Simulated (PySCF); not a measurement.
**Question.** What does the B3LYP/def2-SV(P) structure of InChI=1S/C8H5Cl/c1-2-7-5-3-4-6-8(7)9/h1,3-6H look like in three dimensions?

**Answer.** 
```xyz
14
C8H5Cl angstrom
C      4.2858    1.0414    0.6553
C      3.0799    1.1646    0.5951
C      1.6558    1.2726    0.5199
C      0.8643    0.1140    0.3623
C     -0.5250    0.1929    0.2860
C     -1.1586    1.4381    0.3655
C     -0.3997    2.6004    0.5218
C      0.9930    2.5194    0.5986
Cl     1.9113    3.9877    0.7963
H      5.3546    0.9430    0.7094
H      1.3686   -0.8537    0.3015
H     -1.1158   -0.7197    0.1648
H     -2.2489    1.5090    0.3065
H     -0.8797    3.5795    0.5858
```

Any rigid rotation of these coordinates is as good. Atoms count from 1 in this order. The 9 heavy atoms lie in one plane (0.001 Å rms). The 6-membered ring C3–C4–C5–C6–C7–C8 has internal angles of 117.8° to 121.2° (sum 720°, against 720° for a flat polygon); it is planar, 0.00 Å rms from its mean plane, widest ring torsion 0°. The C–C distances run from 1.214 Å (C1≡C2, drawn triple) to 1.430 Å (C2–C3, drawn single), a spread of 0.216 Å.

Bonds between heavy atoms (Å): C1≡C2 1.214, C2–C3 1.430, C3–C4 1.412, C4–C5 1.394, C5–C6 1.399, C6–C7 1.397, C7–C8 1.397, C8–Cl9 1.743, C3–C8 1.414.

Computed, not measured: B3LYP/def2-SV(P) geometry optimisation, gas phase (PySCF 2.14.0).

Point group: Cs (every atom within 0.08 Å of its image). Not checked by B3LYP/def2-SV(P) frequencies.
